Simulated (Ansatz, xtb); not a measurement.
AlH4Si2Sn+: which of two structures lies lower

Structure a: a triplet given by its coordinates. Structure b: a singlet given by its coordinates. Both are isolated ions in the gas phase, relaxed with B3LYP-D3(BJ)/def2-SVP.

a (Å):

| atom | x (Å) | y (Å) | z (Å) |
| --- | --- | --- | --- |
| Al | -0.3326 | 2.3423 | -0.0699 |
| Si | -1.2963 | -1.6918 | -1.3473 |
| Si | -0.2907 | -0.0954 | 0.1077 |
| Sn | 1.0717 | 0.9223 | 2.0855 |
| H | -0.7108 | -1.4306 | -2.6885 |
| H | -2.7540 | -1.4044 | -1.3003 |
| H | -0.9551 | -3.0369 | -0.8198 |
| H | -0.7041 | 3.7425 | -0.6807 |

Close contacts (Å): Al1–Si3 2.44, Al1–Sn4 2.94, Si2–Si3 2.38, Si3–Sn4 2.61, Al1–H8 1.57, Si2–H5 1.49, Si2–H6 1.49, Si2–H7 1.48.

b (Å):

```yaml
atoms:
  - { symbol: Al, position_ang: [-0.4312, 0.2234, -0.2092] }
  - { symbol: Si, position_ang: [-1.4001, -1.9840, -0.7610] }
  - { symbol: Si, position_ang: [0.3699, 2.2263, 0.7171] }
  - { symbol: Sn, position_ang: [0.9340, 3.1078, -1.5898] }
  - { symbol: H, position_ang: [-0.4173, -2.6732, -1.6397] }
  - { symbol: H, position_ang: [-1.6131, -2.7027, 0.5227] }
  - { symbol: H, position_ang: [-2.6772, -1.7035, -1.4709] }
  - { symbol: H, position_ang: [-0.8337, 2.8193, -0.1550] }
```

Close contacts (Å): Al1–Si2 2.47, Al1–Si3 2.35, Si3–Sn4 2.53, Si2–H5 1.49, Si2–H6 1.49, Si2–H7 1.49, Si3–H8 1.60, Sn4–H8 2.29.

Question: Which of the two would you expect CCSD(T)/def2-SVP + ΔMP2/def2-TZVPP electronic energies to favour?

Answer: Structure b; the calculation gives E(b) − E(a) = −15.4 kcal/mol.

How the difference moves with the method:

```
                             level               geometry  E(b) − E(a) (kcal/mol)  departure from the last row (kcal/mol)  job, with rough time for the two
             B3LYP-D3(BJ)/def2-SVP  B3LYP-D3(BJ)/def2-SVP                     −12.8                                    +2.6               optimisation, 3 min
                       HF/def2-SVP  B3LYP-D3(BJ)/def2-SVP                      +3.1                                   +18.5           part of the CCSD(T) run
                      MP2/def2-SVP  B3LYP-D3(BJ)/def2-SVP                     −13.4                                    +2.0           part of the CCSD(T) run
                  CCSD(T)/def2-SVP  B3LYP-D3(BJ)/def2-SVP                     −12.9                                    +2.5                      single point
CCSD(T)/def2-SVP + ΔMP2/def2-TZVPP  B3LYP-D3(BJ)/def2-SVP                     −15.4                                                        single point, 76 s
```

HF/def2-SVP puts the two in the other order. The largest departure from CCSD(T)/def2-SVP + ΔMP2/def2-TZVPP is that of HF/def2-SVP, 18.5 kcal/mol. A small imaginary or near-zero mode remains, so no thermal terms are given. Levels run at GFN2-xTB geometries aren't shown. The last row adds to CCSD(T) the change of the MP2 difference between the two basis sets, here −2.5 kcal/mol. The triplet state of a needn't be its ground state.

Open shells are spin-unrestricted. The correlated steps freeze 19 core orbitals; the filled d shell of Sn is correlated, in a basis made for valence electrons. Atoms past krypton carry core potentials in the def2 sets and no spin–orbit term is included. Run with Ansatz 0.2.0; the last row on 2 threads of Arm Neoverse V2 on a shared host.
